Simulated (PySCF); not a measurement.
**Bonding in `Cc1cncpc1C1CC1`**

Compound: C8H10NP.
Numbering: `[CH3:1][c:2]1[cH:3][n:4][cH:5][p:6][c:7]1[CH:8]1[CH2:9][CH2:10]1` (hydrogens: H11, H12, H13 on C1; H14 on C3; H15 on C5; H16 on C8; H17, H18 on C9; H19, H20 on C10)

Cartesian coordinates in Å at the GFN2-xTB level; atoms count from 1:
```
atom  x, y, z in Å
C1     1.1643   -1.8124    0.6486
C2     1.1973   -0.4618   -0.0103
C3     2.4443    0.0413   -0.3824
N4     2.6966    1.1937   -0.9679
C5     1.7317    2.0247   -1.2750
P6     0.0237    1.8401   -1.0104
C7     0.0253    0.2592   -0.2385
C8    -1.2909   -0.2822    0.1626
C9    -2.3674    0.6581    0.6443
C10   -2.5039    0.0063   -0.6858
H11    0.7442   -1.7433    1.6513
H12    0.5608   -2.5108    0.0703
H13    2.1707   -2.2160    0.7280
H14    3.3272   -0.5554   -0.1825
H15    2.0547    2.9433   -1.7570
H16   -1.2677   -1.2530    0.6368
H17   -2.9999    0.3308    1.4559
H18   -2.1272    1.7121    0.6693
H19   -3.2332   -0.7799   -0.8105
H20   -2.3559    0.6159   -1.5667
```

Bond orders from the PBE0/pcSseg-1 density (PySCF). Isolated species at its GFN2-xTB geometry (one conformer only).

(1) How far do the computed orders between heavy atoms stray from the drawn ones?

(2) Set the Mayer orders of the bonds beside their lengths.

Answers

(1) The largest departure is 0.239, at P6–C7 (drawn aromatic, 1.261), counting aromatic bonds as 1.5. The bonds drawn aromatic range from 1.26 to 1.51.

(2) 
| bond | drawn as | length (Å) | Mayer order |
| --- | --- | --- | --- |
| C1–C2 | single | 1.503 | 1.083 |
| C2–C3 | aromatic | 1.395 | 1.375 |
| C3–N4 | aromatic | 1.317 | 1.514 |
| N4–C5 | aromatic | 1.310 | 1.464 |
| C5–P6 | aromatic | 1.738 | 1.328 |
| P6–C7 | aromatic | 1.759 | 1.261 |
| C7–C8 | single | 1.479 | 1.051 |
| C8–C9 | single | 1.508 | 0.925 |
| C9–C10 | single | 1.488 | 0.974 |
| C7–C2 | aromatic | 1.395 | 1.403 |
| C10–C8 | single | 1.508 | 0.925 |
| C1–H11 | single | 1.089 | 0.937 |
| C1–H12 | single | 1.089 | 0.937 |
| C1–H13 | single | 1.087 | 0.947 |
| C3–H14 | single | 1.084 | 0.963 |
| C5–H15 | single | 1.087 | 0.948 |
| C8–H16 | single | 1.081 | 0.954 |
| C9–H17 | single | 1.080 | 0.955 |
| C9–H18 | single | 1.081 | 0.943 |
| C10–H19 | single | 1.080 | 0.955 |
| C10–H20 | single | 1.081 | 0.943 |

By pair of heavy elements: C–C: lowest C8–C9 and C10–C8 (0.925, 1.508 Å), highest C7–C2 (1.403, 1.395 Å); in 2 of the 21 pairs the longer bond (by over 0.003 Å) has the higher order (by 0.02 or more). C–N: lowest N4–C5 (1.464, 1.310 Å), highest C3–N4 (1.514, 1.317 Å); in 1 of the 1 pairs the longer bond (by over 0.003 Å) has the higher order (by 0.02 or more). C–P: lowest P6–C7 (1.261, 1.759 Å), highest C5–P6 (1.328, 1.738 Å). Bonds named together lie within 0.004.

Question: Sum the orders of all bonds at each heavy atom with more than one neighbour and set the sums beside the valence in the SMILES.

Answer: C1 3.904 (drawn 4), C2 3.861 (drawn 4), C3 3.852 (drawn 4), N4 2.978 (drawn 3), C5 3.740 (drawn 4), P6 2.589 (drawn 3), C7 3.715 (drawn 4), C8 3.855 (drawn 4), C9 3.797 (drawn 4), C10 3.797 (drawn 4). Orders between atoms that aren't bonded are not in these sums.

Mayer orders depend on the basis set.
